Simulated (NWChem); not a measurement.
Molecule: AlGeH₅; SMILES [AlH2][GeH3]

Give the equilibrium geometry at B3LYP/6-31G* (spherical d) (NWChem) as a Z-matrix, with the point group.

point group C1; any orientation.
```
Ge
H 1 1.5510
H 1 1.5535 2 106.46
H 1 1.5541 2 106.29 3 112.13
Al 1 2.4904 2 114.28 4 123.58
H 5 1.5915 1 121.33 2 -4.21
H 5 1.5918 6 118.96 1 179.79
```
